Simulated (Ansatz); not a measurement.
Ansatz (a program for electronic structure) input (RPA@PBE/cc-pV(T+d)Z):
A basis named .json is the Basis Set Exchange file of that set.

Ansatz 0.2 input:
```yaml
crystal:
  periodic: [false, false, false]
  atoms:
    - {symbol: Si, position_ang: [-0.00904443, -0.00250674, -0.10409137]}
    - {symbol: C, position_ang: [-0.17012144, -0.04715059, -1.95790999]}
    - {symbol: O, position_ang: [-1.28577826, -0.72757959, 0.61361125]}
    - {symbol: C, position_ang: [-2.62445255, -0.26582540, 0.57124584]}
    - {symbol: O, position_ang: [0.06520756, 1.53615009, 0.44170965]}
    - {symbol: C, position_ang: [1.11462267, 2.45145253, 0.18092241]}
    - {symbol: O, position_ang: [1.34581204, -0.77385882, 0.38606868]}
    - {symbol: C, position_ang: [1.59691676, -2.16149027, 0.25010558]}
    - {symbol: H, position_ang: [-1.09095799, 0.43988524, -2.28579137]}
    - {symbol: H, position_ang: [-0.18781219, -1.07453681, -2.32779462]}
    - {symbol: H, position_ang: [0.66597152, 0.46480927, -2.43904998]}
    - {symbol: H, position_ang: [-3.00953097, -0.25004925, -0.45351366]}
    - {symbol: H, position_ang: [-3.23774774, -0.94796155, 1.15997053]}
    - {symbol: H, position_ang: [-2.70658877, 0.73850281, 0.99416049]}
    - {symbol: H, position_ang: [2.07004574, 2.06759288, 0.54711473]}
    - {symbol: H, position_ang: [0.88778007, 3.38422255, 0.69717816]}
    - {symbol: H, position_ang: [1.20529447, 2.66100055, -0.88984113]}
    - {symbol: H, position_ang: [1.61780238, -2.46262308, -0.80229602]}
    - {symbol: H, position_ang: [2.57125246, -2.37493006, 0.68959492]}
    - {symbol: H, position_ang: [0.83738963, -2.75042936, 0.77024748]}
basis:
  gaussian:
    orbitals: cc-pV_T+d_Z.json
hamiltonian:
  xc: pbe
magnetization: {spin_polarized: false}
correlation: {method: rpa, electrons: outside_noble_gas}
```

End of the output:

```
integrals: 2.04 GiB planned
2383 factors; integrals over basis functions are off by at most 1.1e-3 eV
0.47 GiB of the device are held for the grids
2.89 GiB of device memory are held for the factors and their scratch space
mean field: 4.29 GiB planned
mean field evaluation 1: about -18328.7666 eV, gradient 1.1e2 eV
mean field evaluation 2: about -18328.7472 eV, gradient 1.1e2 eV
mean field evaluation 4: about -18351.4876 eV, gradient 3.4e1 eV
mean field evaluation 8: about -18353.5163 eV, gradient 2.6e-1 eV
mean field evaluation 16: about -18353.5130 eV, gradient 3.6e-4 eV
mean field -18353.51296919 eV, -674.4791611600 hartree, gradient 5.6e-6 eV, S^2 0.000000; 0 other end points of the search recorded, 0 dependent functions left out
12 core orbitals not correlated
reference -18291.37205856 eV, -672.1955248147 hartree; 25, 25 occupied and 380, 380 virtual orbitals, 2383 factors
Total energy: -18358.74333474 eV, -674.6713735484 hartree
```
